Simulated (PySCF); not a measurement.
## Electron correlation in Ne⁺ (neon, charge +1)

[He] 2s2 2p5, 2P determinant. All numbers are calculated (PySCF 2.14, the non-relativistic Hamiltonian (point nucleus), in 6-31G* (3s2p1d, 14 functions)). Frozen: 1s2; 7 electrons correlated.

MP2 pair energies summed by pair of shells (mhartree):

```json
{"pair": "2p-2p", "energy": "-60.42", "share (%)": "62.8"}
{"pair": "2s-2p", "energy": "-31.38", "share (%)": "32.6"}
{"pair": "2s-2s", "energy": "-4.47", "share (%)": "4.6"}
```

Total MP2 correlation energy: -96.26 mhartree.

Same-spin part -24.82 and opposite-spin part -71.44 mhartree; SCS-MP2 scales them by 1/3 and 6/5 to -94.01 mhartree.

```json
{"level": "CCSD", "correlation energy (mhartree)": "-104.34"}
{"level": "(T)", "correlation energy (mhartree)": "-1.39"}
{"level": "CCSD(T)", "correlation energy (mhartree)": "-105.73"}
```

Diagnostics: T1 = 0.0053, D1 = 0.0092, largest double amplitude 0.038.

Cost of the coupled-cluster step: 0.11 s of wall time on 1 thread of Neoverse-N1 (shared host), for 7 correlated electrons.

Iterations:

```
CC2 = 0
CCSD nocc = (np.int64(4), np.int64(3)), nmo = (13, 13)
frozen orbitals [[0], [0]]
max_cycle = 100
direct = 0
conv_tol = 1e-08
conv_tol_normt = 1e-06
diis_space = 8
diis_start_cycle = 0
Init t2, MP2 energy = -0.0962638980393528
Init E_corr(UCCSD) = -0.0962638980498601
cycle = 1  E_corr(UCCSD) = -0.101978456875518  dE = -0.00571455883  norm(t1,t2) = 0.0230078
cycle = 2  E_corr(UCCSD) = -0.103787372858999  dE = -0.00180891598  norm(t1,t2) = 0.00496744
cycle = 3  E_corr(UCCSD) = -0.104340266125374  dE = -0.000552893266  norm(t1,t2) = 0.00195583
cycle = 4  E_corr(UCCSD) = -0.104349555679755  dE = -9.28955438e-06  norm(t1,t2) = 0.000465715
cycle = 5  E_corr(UCCSD) = -0.104343545779119  dE = 6.00990064e-06  norm(t1,t2) = 7.89876e-05
cycle = 6  E_corr(UCCSD) = -0.104344201928787  dE = -6.56149669e-07  norm(t1,t2) = 1.15199e-05
cycle = 7  E_corr(UCCSD) = -0.104344196753959  dE = 5.17482857e-09  norm(t1,t2) = 1.37227e-06
cycle = 8  E_corr(UCCSD) = -0.104344196504502  dE = 2.4945708e-10  norm(t1,t2) = 1.37968e-07
UCCSD converged
E(UCCSD) = -127.854953613368  E_corr = -0.1043441965045018
UCCSD(T) correction = -0.00138655285067662
```
